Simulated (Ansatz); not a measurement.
Consider the hydrogenolysis of the Se–In bond: `[Cl][In]([Cl])[SeH]` + H₂ → H₂Se + `[Cl][InH][Cl]`.

Calculated with Ansatz (gas phase, PBE0-D4/def2-TZVP geometries, no zero-point term in ΔE). CCSD(T)/CBS adds triple-zeta CCSD(T) − MP2 to the extrapolated MP2 energy (def2 sets, frozen cores). This one scheme is used for every species. Functionals use def2-TZVPP. def2 core potentials past Kr. For In, Se outer-core shells are correlated without core-valence functions, which leaves a few kJ/mol of doubt a bond. Scalar relativity is left out up to krypton. One conformer a species, not always the lowest.

CCSD(T)/CBS gives +90.4 kJ/mol.

Task: Another level gave +86.3 kJ/mol. Which?
A. B97M-V/def2-TZVPP
B. PBE/def2-TZVPP
C. CAM-B3LYP-D4/def2-TZVPP
D. PBE-D4/def2-TZVPP

Result: D. PBE-D4 86.3, PBE 81.0, CAM-B3LYP-D4 76.1, B97M-V 71.4 kJ/mol.

Largest T1 diagnostic among the species: 0.013.

In def2-TZVPP, CCSD(T) changes the Hartree–Fock value by +12.9 kJ/mol (the triples alone add +4.8 kJ/mol) and MP2 by +25.5 kJ/mol. The D4 term adds +8.5 kJ/mol with B3LYP and +4.8 kJ/mol with PBE0; it sums over pairs of atoms, weighted by their polarisabilities, and B3LYP, whose exchange is more repulsive, gets the larger term.

B3LYP here is the variant with VWN-RPA as its local correlation; programs differ in this.
